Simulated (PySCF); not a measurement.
A structure optimised at B3LYP-D3(BJ)/def2-TZVP, used in a PySCF frequency run:

```xyz
3

Fe     0.0000     0.0000     0.5721
C      0.0000     0.6381    -1.2395
C      0.0000    -0.6381    -1.2395
```
Charge 0, spin multiplicity 5.

Question: Write its SMILES, formula and point group.

Answer: [C]1[C][Fe]1, C₂Fe, C2v

Question: What are its rotational constants (standard atomic weights)?

Answer: 51.668, 9.1674, 7.7859 GHz
